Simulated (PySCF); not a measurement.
# Two-dimensional NMR puzzle

Compound of formula C8H9N. Correlations simulated from computed shifts and the bond graph:

HSQC (one-bond C–H):
| δH | δC |
| --- | --- |
| 8.37 | 178.2 |
| 7.22 | 137.7 |
| 6.64 | 129.7 |
| 5.25 | 121.6 |
| 1.09 | 55.6 |

COSY cross peaks (H two or three bonds apart, from the bond graph; peaks can be absent where the dihedral angle is near 90°):
| δH | δH |
| --- | --- |
| 8.37 | 1.09 |
| 7.22 | 6.64 |
| 6.64 | 5.25 |
| 5.25 | 1.09 |

HMBC (two and three bonds, from the bond graph; two-bond peaks within aromatic rings are usually weak or absent):
| δH | δC |
| --- | --- |
| 8.37 | 121.6, 55.6 |
| 7.22 | 137.7, 129.7, 121.6 |
| 6.64 | 137.7, 121.6, 55.6 |
| 5.25 | 178.2, 137.7, 129.7, 121.6, 55.6 |
| 1.09 | 178.2, 129.7, 121.6 |

PySCF 2.14 calculation with structure optimised with GFN2-xTB and GIAO PBE0/pcSseg-1 shieldings; fast rotation and ring inversion assumed for equivalent nuclei, in vacuum, one computed conformer, non-relativistic.

δ = σ(ref) − σ, references computed at the same level: TMS for ¹H (31.72 ppm), ¹³C (186.93 ppm).

Exchangeable hydrogens are left out of these lists.

**Question.** Assemble the structure.

**Answer.** SMILES [H]/N=C\C1C=CC=CC=C1.

Atoms are numbered as in `[H]/[N:1]=[CH:2]\[CH:3]1[CH:4]=[CH:5][CH:6]=[CH:7][CH:8]=[CH:9]1`; H(Xn) means a hydrogen on atom n.

- δC 178.2 is C2, a C=N carbon (δH 8.37).
- δC 137.7 is C6/C7, an alkene CH (δH 7.22).
- δC 129.7 is C5/C8, an alkene CH (δH 6.64).
- δC 121.6 is C4/C9, an alkene CH (δH 5.25).
- δC 55.6 is C3, an allylic sp3 CH (δH 1.09).
- COSY links 8.37–1.09, 7.22–6.64, 6.64–5.25, 5.25–1.09.

The shifts were computed for this structure.

Exchangeable OH/NH protons stand at their gas-phase positions; hydrogen bonding in a real sample shifts them, mostly to higher δ. Shifts are as computed. Against solution values, carbons near 30 ppm lie about +3 ppm off and those near 130 ppm about +5 ppm (rms about the fit 2.1 ppm; single classes can miss by 10 ppm). Of 1328 compounds with measured shifts, 309 miss one by over three times the rms of a fit or turn the order of signals round; such compounds aren't used in these exercises. Signals without a measured value on file couldn't be tested in this way; 1H shifts scatter by 0.2 ppm about their fit, and single ones miss by 0.5 ppm.
